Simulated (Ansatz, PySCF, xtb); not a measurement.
Energy difference R1 + R2 → P1 + P2, each structure at its B3LYP-D3(BJ)/def2-SVP stationary point, reached from a drawn start (curvature not checked).
R1, SiCl4 (SMILES Cl[Si](Cl)(Cl)Cl) (charge 0, multiplicity 1):
```xyz
5

Si     0.0000     0.0000     0.0000
Cl     1.7831     0.9672    -0.2688
Cl    -0.0484    -1.6789    -1.1688
Cl    -0.1980    -0.5317     1.9661
Cl    -1.5368     1.2434    -0.5284
```
R2: H4O4Si (SMILES O[Si](O)(O)O), charge 0, multiplicity 1.
P1: Cl3H3O4Si2 (SMILES O[Si](O)(O)O[Si](Cl)(Cl)Cl), charge 0, multiplicity 1.
P2, HCl (SMILES Cl) (charge 0, multiplicity 1):
```xyz
2

Cl     0.00000     0.00000     0.64477
H      0.00000     0.00000    -0.64477
```

P less R. No zero-point or thermal terms. One arrangement of each flexible species, with no search for the lowest.

The values were computed with Ansatz (Gaussian orbitals); PySCF for the D3/D4 terms; xtb for the GFN methods. All values are computed, each at the level named.

Question: One of these levels gives -4.73 kcal/mol for the reaction energy. Which one is it?
(A) r2SCAN-D4/def2-TZVPP
(B) B3LYP/def2-TZVPP
(C) BLYP/def2-TZVPP
(D) GFN2-xTB

Answer: C, BLYP/def2-TZVPP. The others give -14.18 (GFN2-xTB), -7.24 (r2SCAN-D4/def2-TZVPP), -5.73 (B3LYP/def2-TZVPP)

Ansatz is a program for electronic structure.
